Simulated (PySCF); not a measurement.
## CSe⁻: a base run and its variants

Base input, run as `OMP_NUM_THREADS=1 python input.py` with PySCF 2.14:

```python
from pyscf import gto, dft, tdscf

mol = gto.M(
    atom='C 0 0 0; Se 0 0 1.925',
    basis='cc-pvdz',
    charge=-1,
    spin=1,
    verbose=4,
)
mf = dft.UKS(mol, xc='o3lyp')
mf.kernel()
td = tdscf.TDA(mf)
td.nstates = 3
td.kernel()
td.analyze()
mf.dip_moment()
print('orbital energies (hartree):', [e[max(0, n-3):n+3].round(4) for e, n in zip(mf.mo_energy, mol.nelec)])
```

Base result: E(SCF) = -2440.023006 Eh, 11 cycles, ⟨S²⟩ = 0.763, first excitations without spin–orbit coupling 0.11, 2.74, 3.08 eV. The basis has no diffuse functions, which an anion needs. The bond length is a typed value, not an optimised one. The dipole of an ion depends on the origin. No search for the lowest solution was made.

It ran on Arm Neoverse V1 (1 thread, shared host) in 12 s, peak memory 0.21 GiB.

Each row names what differs from the base; energies in brackets are changes from the base.

```tsv
change	result	wall time (s)
step after the SCF: tda → mp2; SCF type: UKS → UHF; functional: o3lyp → none (Hartree–Fock); frozen orbitals: default → 0	E(SCF) = -2437.580402 Eh, 15 cycles, E(MP2) − E(SCF) = -0.23599 Eh, ⟨S²⟩ = 0.792	1.2
geometry: bond 1.925 → bond 3.85 [spin-contaminated]	not converged: SCF after 50 cycles	31
cycle limit: 50 → 3 [unsound on purpose]	not converged: SCF after 3 cycles	22
basis set: cc-pvdz → jorge-dzp [no diffuse functions for the anion]	E(SCF) = -2439.971388 Eh (+1.4046 eV), 12 cycles, ⟨S²⟩ = 0.762, first excitations without spin–orbit coupling 0.10, 2.61, 2.77 eV	22
basis set: cc-pvdz → def2-svp [no diffuse functions for the anion]	E(SCF) = -2439.724309 Eh (+8.1279 eV), 12 cycles, ⟨S²⟩ = 0.764, first excitations without spin–orbit coupling 0.11, 2.70, 3.05 eV	17
functional: o3lyp → x3lyp	E(SCF) = -2439.441011 Eh, 11 cycles, ⟨S²⟩ = 0.759, first excitations without spin–orbit coupling 0.13, 2.77, 3.09 eV	12
charge: -1 → 0; spin (2S): 1 → 0 [another spin of the ion may lie lower]	E(SCF) = -2440.002541 Eh (+0.5569 eV), 9 cycles, μz(SCF) = 1.18 D, first excitations without spin–orbit coupling 2.08, 2.56, 2.56 eV	9.8
geometry: bond 1.925 → bond 1.867	E(SCF) = -2440.026589 Eh (-0.0975 eV), 11 cycles, ⟨S²⟩ = 0.760, first excitations without spin–orbit coupling 0.11, 2.67, 3.34 eV	11
functional: o3lyp → wb97x	E(SCF) = -2439.541964 Eh, 14 cycles, ⟨S²⟩ = 0.767, first excitations without spin–orbit coupling 0.07, 2.77, 3.34 eV	18
cycle limit: 50 → 200	E(SCF) = -2440.023006 Eh (+0.0000 eV), 11 cycles, ⟨S²⟩ = 0.763, first excitations without spin–orbit coupling 0.11, 2.74, 3.08 eV	13
```
